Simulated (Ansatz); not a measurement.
F$_{2}$Si (SMILES F[Si]F), singlet, at a GFN2-xTB geometry. Base run: CAM-B3LYP/STO-3G in Ansatz (an electronic-structure program).

The Ansatz input:
Ansatz 0.2 input:
```yaml
crystal:
  periodic: [false, false, false]
  atoms:
    - {symbol: Si, position_ang: [-0.03685565, -0.01764442, 0.62704345]}
    - {symbol: F, position_ang: [1.00111955, -0.63280559, -0.44873539]}
    - {symbol: F, position_ang: [-0.94378855, 0.66025247, -0.52666553]}
basis:
  gaussian:
    orbitals: STO-3G
hamiltonian:
  xc: cam_b3lyp
```

Variants of this job, named by their change:

```csv
change,ΔE vs base (mEh)
base,0.000
fitting.mean_field = def2-universal-JKFIT,-1.337
accuracy = high,0.000
"final_grid = 10, 20, 41",0.000
forces = on,0.000
"point_charge = charge:1.0 position_ang:-2.7479, 1.5038, -2.9484",-7.805
"point_charge = charge:-1.0 position_ang:-0.6873, 4.0165, 1.0125",-4.551
"final_grid = 4, 8, 17",(withheld)
lower_state_search = full,0.000
nuclear_model = gaussian,(withheld)
"point_charge = charge:0.5 position_ang:-1.0145, 3.9754, -1.1363",-0.852
```

**Question.** Some entries are withheld; supply them.

**Answer.** 
- final_grid = 4, 8, 17, ΔE vs base (mEh): -0.097
- nuclear_model = gaussian, ΔE vs base (mEh): 0.142
